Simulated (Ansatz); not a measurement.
## Molecular dynamics of Cl2H2OSn

input.yaml

```yaml
crystal:
  periodic: [false, false, false]
  atoms:
    - { symbol: Sn, position_ang: [-0.156705, 0.086877, -0.063793] }
    - { symbol: O, position_ang: [-0.461422, 0.214623, 1.882028] }
    - { symbol: H, position_ang: [-0.154003, -0.569161, 2.361395] }
    - { symbol: Cl, position_ang: [2.149518, -0.181696, -0.45615] }
    - { symbol: H, position_ang: [-0.77849, 1.494637, -0.791038] }
    - { symbol: Cl, position_ang: [-1.190397, -1.87348, -0.859741] }
basis:
  gaussian: { orbitals: def2-SVP }
hamiltonian:
  xc: b3lyp
  dispersion: d4
md:
  timestep: 0.5
  n_steps: 300
  ensemble: nve
  temperature: 300.0
  initial_velocities: maxwell_boltzmann
  seed: 780325
  masses: [{ species: H, mass: 3.016 }]
```

Launched with:

```bash
$ ansatz run input.yaml --threads 1 --pin off --max-ram 2048MiB --backend cpu --events-out ev --progress --plain --runs-dir out
```

It starts from a relaxed structure.

Output, in part (step lines, the closing report, with atoms numbered from 0):

```
md step     0: t =     0.00 fs  T =   300.0 K  F+E_penalty+E_count = -32952.22521966 eV  E_kin = 0.155112 eV  conserved = -32952.07010766 eV  (27 SCF iters)
md step     1: t =     0.50 fs  T =   299.1 K  F+E_penalty+E_count = -32952.22474049 eV  E_kin = 0.154635 eV  conserved = -32952.07010597 eV  (23 SCF iters)
md step     2: t =     1.00 fs  T =   296.3 K  F+E_penalty+E_count = -32952.22327647 eV  E_kin = 0.153177 eV  conserved = -32952.07009936 eV  (22 SCF iters)
md step     3: t =     1.50 fs  T =   291.8 K  F+E_penalty+E_count = -32952.22093606 eV  E_kin = 0.150847 eV  conserved = -32952.07008880 eV  (23 SCF iters)
md step     4: t =     2.00 fs  T =   285.9 K  F+E_penalty+E_count = -32952.21788960 eV  E_kin = 0.147814 eV  conserved = -32952.07007601 eV  (22 SCF iters)
md step     5: t =     2.50 fs  T =   279.0 K  F+E_penalty+E_count = -32952.21434209 eV  E_kin = 0.144279 eV  conserved = -32952.07006308 eV  (23 SCF iters)
md step     6: t =     3.00 fs  T =   271.6 K  F+E_penalty+E_count = -32952.21050032 eV  E_kin = 0.140448 eV  conserved = -32952.07005198 eV  (23 SCF iters)
md step     7: t =     3.50 fs  T =   264.0 K  F+E_penalty+E_count = -32952.20654106 eV  E_kin = 0.136497 eV  conserved = -32952.07004431 eV  (21 SCF iters)
[... lines left out ...]
md step   297: t =   148.50 fs  T =   124.4 K  F+E_penalty+E_count = -32952.13439800 eV  E_kin = 0.064336 eV  conserved = -32952.07006188 eV  (21 SCF iters)
md step   298: t =   149.00 fs  T =   119.9 K  F+E_penalty+E_count = -32952.13204279 eV  E_kin = 0.061979 eV  conserved = -32952.07006403 eV  (21 SCF iters)
md step   299: t =   149.50 fs  T =   114.7 K  F+E_penalty+E_count = -32952.12935984 eV  E_kin = 0.059298 eV  conserved = -32952.07006192 eV  (23 SCF iters)
md step   300: t =   150.00 fs  T =   108.9 K  F+E_penalty+E_count = -32952.12638305 eV  E_kin = 0.056328 eV  conserved = -32952.07005544 eV  (27 SCF iters)
Total energy: -32952.12662496 eV, -1210.9683177135 hartree
Atom 0 at    -0.176299     0.099200    -0.062226 Å, force     1.285121    -1.026476    -0.035954 eV/Å
Atom 1 at    -0.443579     0.187785     1.886440 Å, force    -0.091711     0.118974     0.100329 eV/Å
Atom 2 at    -0.296260    -0.634414     2.380536 Å, force     0.043364     0.038034    -0.201648 eV/Å
Atom 3 at     2.239048    -0.183242    -0.470064 Å, force    -1.224471     0.164119     0.185927 eV/Å
Atom 4 at    -0.782720     1.449358    -0.834485 Å, force    -0.153601     0.435931    -0.147413 eV/Å
Atom 5 at    -1.209902    -1.891684    -0.850996 Å, force     0.141298     0.269418     0.098759 eV/Å
Dipole moment:    -0.253760     0.197404     0.081528 e Å
```

The steps, from the saved trajectory:

```json
{"time (fs)": "0.0", "T (K)": "300", "potential energy less start (eV)": "0.000", "conserved less start (meV/atom)": "0.00"}
{"time (fs)": "5.0", "T (K)": "241", "potential energy less start (eV)": "0.030", "conserved less start (meV/atom)": "0.01"}
{"time (fs)": "10.0", "T (K)": "164", "potential energy less start (eV)": "0.070", "conserved less start (meV/atom)": "0.01"}
{"time (fs)": "15.0", "T (K)": "101", "potential energy less start (eV)": "0.103", "conserved less start (meV/atom)": "0.01"}
{"time (fs)": "20.0", "T (K)": "38", "potential energy less start (eV)": "0.136", "conserved less start (meV/atom)": "0.02"}
{"time (fs)": "25.0", "T (K)": "75", "potential energy less start (eV)": "0.117", "conserved less start (meV/atom)": "0.02"}
{"time (fs)": "30.0", "T (K)": "168", "potential energy less start (eV)": "0.068", "conserved less start (meV/atom)": "0.01"}
{"time (fs)": "35.0", "T (K)": "208", "potential energy less start (eV)": "0.048", "conserved less start (meV/atom)": "0.01"}
{"time (fs)": "40.0", "T (K)": "241", "potential energy less start (eV)": "0.030", "conserved less start (meV/atom)": "0.01"}
{"time (fs)": "45.0", "T (K)": "229", "potential energy less start (eV)": "0.037", "conserved less start (meV/atom)": "0.01"}
{"time (fs)": "50.0", "T (K)": "165", "potential energy less start (eV)": "0.070", "conserved less start (meV/atom)": "0.01"}
{"time (fs)": "55.0", "T (K)": "130", "potential energy less start (eV)": "0.088", "conserved less start (meV/atom)": "0.01"}
{"time (fs)": "60.0", "T (K)": "95", "potential energy less start (eV)": "0.106", "conserved less start (meV/atom)": "0.01"}
{"time (fs)": "65.0", "T (K)": "43", "potential energy less start (eV)": "0.133", "conserved less start (meV/atom)": "0.01"}
{"time (fs)": "70.0", "T (K)": "57", "potential energy less start (eV)": "0.126", "conserved less start (meV/atom)": "0.01"}
{"time (fs)": "75.0", "T (K)": "79", "potential energy less start (eV)": "0.114", "conserved less start (meV/atom)": "0.01"}
{"time (fs)": "80.0", "T (K)": "114", "potential energy less start (eV)": "0.096", "conserved less start (meV/atom)": "0.01"}
{"time (fs)": "85.0", "T (K)": "201", "potential energy less start (eV)": "0.051", "conserved less start (meV/atom)": "0.01"}
{"time (fs)": "90.0", "T (K)": "243", "potential energy less start (eV)": "0.030", "conserved less start (meV/atom)": "0.01"}
{"time (fs)": "95.0", "T (K)": "218", "potential energy less start (eV)": "0.043", "conserved less start (meV/atom)": "0.01"}
{"time (fs)": "100.0", "T (K)": "197", "potential energy less start (eV)": "0.053", "conserved less start (meV/atom)": "0.00"}
{"time (fs)": "105.0", "T (K)": "109", "potential energy less start (eV)": "0.099", "conserved less start (meV/atom)": "0.01"}
{"time (fs)": "110.0", "T (K)": "37", "potential energy less start (eV)": "0.136", "conserved less start (meV/atom)": "0.02"}
{"time (fs)": "115.0", "T (K)": "79", "potential energy less start (eV)": "0.114", "conserved less start (meV/atom)": "0.01"}
{"time (fs)": "120.0", "T (K)": "139", "potential energy less start (eV)": "0.083", "conserved less start (meV/atom)": "0.01"}
{"time (fs)": "125.0", "T (K)": "189", "potential energy less start (eV)": "0.057", "conserved less start (meV/atom)": "0.02"}
{"time (fs)": "130.0", "T (K)": "257", "potential energy less start (eV)": "0.022", "conserved less start (meV/atom)": "0.00"}
{"time (fs)": "135.0", "T (K)": "231", "potential energy less start (eV)": "0.036", "conserved less start (meV/atom)": "0.01"}
{"time (fs)": "140.0", "T (K)": "171", "potential energy less start (eV)": "0.067", "conserved less start (meV/atom)": "0.02"}
{"time (fs)": "145.0", "T (K)": "150", "potential energy less start (eV)": "0.078", "conserved less start (meV/atom)": "0.01"}
{"time (fs)": "150.0", "T (K)": "109", "potential energy less start (eV)": "0.099", "conserved less start (meV/atom)": "0.01"}
```

The run went to its last step. The conserved energy stayed within 0.021 meV per atom of its start (net change 0.0088 meV per atom), so the integration is sound. Over the second half the temperature averaged 0.54 of the 300 K drawn at the start: a run that starts near a minimum puts about half its kinetic energy into the potential. A run of 0.15 ps of so small a system gives no equilibrium averages.

The same pairs are bonded in the first frame and the last. Pairs count as bonded within 1.25 times the sum of covalent radii (0.12 Å more for H–H).

Last frame:

```xyz
6
Properties=species:S:1:pos:R:3
Sn -0.176 0.099 -0.062
O -0.444 0.188 1.886
H -0.296 -0.634 2.381
Cl 2.239 -0.183 -0.470
H -0.783 1.449 -0.835
Cl -1.210 -1.892 -0.851
```

The run took 20 min on 1 thread of Arm Neoverse V1, with other jobs on the host, peak memory 0.19 GiB.
